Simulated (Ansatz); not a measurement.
Two members of one family (Ge nanocrystals, cubic, H-capped), computed with Ansatz in the gas phase. The two geometries come from different levels. Binding counts from free atoms in the multiplicity of their measured ground term, without zero-point energy. The structures are stationary points that may keep the symmetry of their start.

First: Ge6H12, rod (singlet, charge 0, PBE0-D4/def2-SVP geometry).

```xyz
18

Ge    2.278   -0.273    0.370
Ge   -1.438   -0.748    1.666
Ge   -0.742   -0.183   -2.195
Ge    1.437    0.748   -1.666
Ge   -2.278    0.273   -0.371
Ge    0.743    0.183    2.195
H     3.690    0.254    0.701
H     2.373   -1.799    0.164
H    -2.423   -0.527    2.833
H    -1.294   -2.268    1.443
H    -1.278    0.400   -3.519
H    -0.606   -1.711   -2.366
H     1.291    2.268   -1.442
H     2.423    0.529   -2.833
H    -2.372    1.799   -0.165
H    -3.690   -0.254   -0.701
H     0.607    1.710    2.367
H     1.278   -0.402    3.518
```

| level | HOMO (eV) | LUMO (eV) | gap (eV) | binding per atom (eV) |
| --- | --- | --- | --- | --- |
| PBE-D4/def2-SVP | -6.61 | -1.06 | 5.56 | 2.73 |
| PBE-D4/def2-TZVP | -6.65 | -1.16 | 5.48 | 2.73 |
| r2SCAN-D4/def2-TZVP | -6.90 | -0.97 | 5.93 | 2.78 |
| PBE0-D4/def2-SVP | -7.62 | -0.28 | 7.34 | 2.74 |
| PBE0-D4/def2-TZVP | -7.60 | -0.44 | 7.17 | 2.74 |

Second: Ge9H16 (singlet, charge 0, r2SCAN-D4/def2-SVP geometry).

```
atom   x (Å)   y (Å)   z (Å)
 Ge1   2.308  -0.706   1.529
 Ge2  -0.234   2.423   1.493
 Ge3   1.314   1.045  -1.885
 Ge4  -0.007  -2.618  -1.143
 Ge5  -2.550   0.510  -1.181
 Ge6   1.724   1.405   0.481
 Ge7   0.624  -2.419   1.191
 Ge8  -2.256   1.126   1.147
 Ge9  -0.558  -0.480  -2.153
 H10   2.544  -0.497   3.038
 H11   3.632  -1.199   0.913
 H12   0.000   2.629   3.002
 H13  -0.436   3.814   0.857
 H14   2.572   0.455  -2.552
 H15   0.999   2.388  -2.574
 H16   1.181  -3.225  -1.916
 H17  -1.198  -3.587  -1.281
 H18  -2.895   1.783  -1.980
 H19  -3.740  -0.462  -1.316
 H20   2.915   2.375   0.652
 H21   1.178  -3.773   1.680
 H22  -0.620  -2.093   2.035
 H23  -3.471   1.958   1.605
 H24  -2.207  -0.144   2.015
 H25  -0.818  -0.710  -3.659
```

Q: Estimate the same table for the second.

A: 
```json
{"level": "PBE-D4/def2-SVP", "HOMO (eV)": "-6.51", "LUMO (eV)": "-1.27", "gap (eV)": "5.24", "binding per atom (eV)": "2.78"}
{"level": "PBE-D4/def2-TZVP", "HOMO (eV)": "-6.55", "LUMO (eV)": "-1.43", "gap (eV)": "5.12", "binding per atom (eV)": "2.78"}
{"level": "r2SCAN-D4/def2-TZVP", "HOMO (eV)": "-6.81", "LUMO (eV)": "-1.29", "gap (eV)": "5.52", "binding per atom (eV)": "2.83"}
{"level": "PBE0-D4/def2-SVP", "HOMO (eV)": "-7.54", "LUMO (eV)": "-0.60", "gap (eV)": "6.94", "binding per atom (eV)": "2.79"}
{"level": "PBE0-D4/def2-TZVP", "HOMO (eV)": "-7.54", "LUMO (eV)": "-0.75", "gap (eV)": "6.80", "binding per atom (eV)": "2.79"}
```
